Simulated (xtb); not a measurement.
H3Sn, SMILES [SnH3-], charge -1. All values are semi-empirical tight-binding results from xtb (GFN2-xTB unless named), good for trends rather than for accurate numbers. Geometry optimised at GFN2-xTB.

For metal compounds this method's bond lengths and energies can be far off.

Computed properties:
* **point group as xtb finds it**: C3v
* **orbital gap**: 5.24 eV
* **zero-point energy**: 6.7 kcal/mol
* **G − E(el) at 298.15 K (modified RRHO)**: -7.7 kcal/mol
